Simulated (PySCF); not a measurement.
Al(H)(OMe)(SMe), C₂H₇AlOS, SMILES C[O][AlH][S]C, singlet (PBE0/def2-SVP optimised geometry):

```
12

Al    -1.234     0.894     0.000
H     -2.091     2.221     0.000
O      0.464     0.894     0.000
C      1.542     1.769     0.000
H      1.236     2.832     0.012
H      2.184     1.598     0.883
H      2.170     1.615    -0.896
S     -2.184    -1.058    -0.001
C     -0.739    -2.184     0.007
H      0.206    -1.625    -0.007
H     -0.794    -2.832    -0.878
H     -0.783    -2.807     0.911
```

Calculation: PBE0/def2-TZVP (PySCF).

Q: What are the frontier orbital energies and the dipole moment?

A: HOMO-2 -8.30 eV, HOMO-1 -8.01 eV, HOMO -7.00 eV, LUMO -0.49 eV, LUMO+1 -0.04 eV; dipole moment 1.83 D.

Meta-Löwdin charges at PBE0/def2-TZVP: Al1 0.77, H2 -0.14, O3 -0.63, C4 -0.10, H5 0.09, H6 0.11, H7 0.11, S8 -0.22, C9 -0.39, H10 0.14, H11 0.13, H12 0.13.
